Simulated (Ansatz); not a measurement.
`CB[S][GeH3]` + `O=C(O)O` → `CBOC(=O)O` + `[SH][GeH3]`  (ligand exchange at a B–S bond)

Gas-phase electronic energies from Ansatz, PBE0-D4/def2-TZVP geometries. CCSD(T)/CBS adds triple-zeta CCSD(T) − MP2 to the extrapolated MP2 energy (def2 sets, frozen cores). DFT in def2-TZVPP. B3LYP here is the variant with VWN-RPA as its local correlation; programs differ in this. For Ge outer-core shells are correlated without core-valence functions, which leaves a few kJ/mol of doubt a bond. Scalar relativity is left out up to krypton. One conformer a species, not always the lowest.

`CB[S][GeH3]`:

Cartesian coordinates in Å:
```
C -0.444 -0.528 2.149
B 0.042 -0.115 0.727
S -1.061 -0.239 -0.673
Ge 0.268 0.497 -2.312
H 0.219 -1.303 2.552
H -1.472 -0.889 2.198
H -0.339 0.323 2.832
H 1.157 0.292 0.556
H 1.483 -0.431 -2.433
H 0.714 1.930 -1.996
H -0.567 0.463 -3.600
```

`O=C(O)O`:

```xyz
6

O    -0.835    0.955    0.356
C    -0.074    0.085    0.032
O     0.516   -0.024   -1.156
O     0.316   -0.929    0.801
H     0.209    0.725   -1.680
H    -0.132   -0.814    1.647
```

`CBOC(=O)O`:

Cartesian coordinates in Å:
```
C 1.218 -0.981 -1.312
B 0.032 -0.170 -0.729
O 0.031 0.083 0.628
C -0.882 0.882 1.207
O -1.521 1.736 0.671
O -0.934 0.580 2.504
H 1.962 -1.277 -0.571
H 0.844 -1.876 -1.821
H 1.710 -0.393 -2.095
H -0.887 0.227 -1.381
H -1.572 1.187 2.899
```

`[SH][GeH3]`:

```xyz
6

S    -0.995    0.623    1.260
Ge    0.066   -0.303   -0.462
H     0.098    1.234    1.743
H     1.181   -1.236    0.036
H     0.662    0.782   -1.372
H    -1.012   -1.099   -1.205
```

```
        level  ΔE (kJ/mol)
        B3LYP        -27.5
HF/def2-QZVPP        -41.1
```

Q: What does CCSD(T)/CBS give? (Best estimate.)

A: Ansatz gave: -20.1 kJ/mol. The listed levels differ from it by -7.4, -21.0 kJ/mol.

Largest T1 diagnostic among the species: 0.014.

In def2-TZVPP, CCSD(T) changes the Hartree–Fock value by +18.0 kJ/mol (the triples alone add +3.5 kJ/mol) and MP2 by +24.1 kJ/mol. The D4 term adds +4.3 kJ/mol with B3LYP and +2.2 kJ/mol with PBE0; it sums over pairs of atoms, weighted by their polarisabilities, and B3LYP, whose exchange is more repulsive, gets the larger term.
